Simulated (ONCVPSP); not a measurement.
# mercury: one change to an ONCV potential, before and after

ONCVPSP 4.0.1 input, shortened (lines: element, Z, core and valence counts, functional; n l f; lmax; l rc ep ncon nbas qcut; lloc lpopt rc5 dvloc0; l nproj debl; icmod fcfact rcfact), PBE, scalar-relativistic:

```
  Hg 80.00    9    5        4      upf
    1    0    2.00
    2    0    2.00
    2    1    6.00
    3    0    2.00
    3    1    6.00
    3    2   10.00
    4    0    2.00
    4    1    6.00
    4    2   10.00
    4    3   14.00
    5    0    2.00
    5    1    6.00
    5    2   10.00
    6    0    1.00
    3
    0    1.55    0.00    5    8    6.40
    1    1.05    0.00    5    9    8.40
    2    2.15    0.00    4    9    6.90
    3    0.60    0.00    3    8   31.70
    3    5    0.60    0.00
    0    2    3.60
    1    3    0.60
    2    3    1.40
    3    0    3.80
    3    3.25    1.20
```

In the p channel the program set the typed energies aside and used -2.779, 0.250, 0.850 Ha.

Change: f: rc 0.5.

Cutoffs: the cutoffs (Ha) at which the residual kinetic energy of the hardest occupied pseudo-wave falls to 1 and 0.1 mHa per electron; they do not see the model core or the augmentation charge, which bear on the density cutoff. Errors are all-electron minus pseudo energies relative to the spin-unpolarised reference configuration.

Task: How do hardness, ghosts and transferability respond?

Result: The potential gets harder (393 Ha and 432 Ha → 441 Ha and 480 Ha); both files keep a bound ghost (d, p, s); the errors of the 4 common tests hardly move. A smaller radius makes the pseudo-wave follow the all-electron one further in, where it bends more sharply, so more plane waves are needed.

| quantity | base | changed |
| --- | --- | --- |
| cutoff, loose | 393 Ha | 441 Ha |
| cutoff, tight | 432 Ha | 480 Ha |
| loose cutoff by channel | s 51 Ha, p 104 Ha, d 18 Ha, f 393 Ha | s 51 Ha, p 104 Ha, d 18 Ha, f 441 Ha |
| bound ghosts | s, p, d | s, p, d |
| GHOST(+) flags under 300 eV | none | none |
| error for 4f14 5s2 5p6 5d10 6s2, meV [ΔE -10.69 eV] | +2.6 | +2.8 |
| error for 4f14 5s2 5p6 5d10 6s0, meV [ΔE 18.98 eV] | -9.9 | -9.7 |
| error for 4f14 5s2 5p6 5d9 6s0, meV [ΔE 54.50 eV] | -13 | -13 |
| error for 4f14 5s2 5p6 5d10 6s1.5, meV [ΔE -6.33 eV] | +1.8 | +1.9 |
| s: phases at 1.57 bohr within 0.05 rad from the reference energy up to (Ha; the scan ends near 5) | to the end of the scan | to the end of the scan |
| p: phases at 1.07 bohr within 0.05 rad from the reference energy up to (Ha; the scan ends near 5) | to the end of the scan | to the end of the scan |
| d: phases at 2.19 bohr within 0.05 rad from the reference energy up to (Ha; the scan ends near 5) | to the end of the scan | to the end of the scan |
| rms error of d²Exc/dni dnj with the model core, mHa | 4.22 | 4.24 |

 A true bound ghost makes a file unfit for plane-wave use even where its test errors are small: the radial tests pick states by their node count and pass the ghost by.
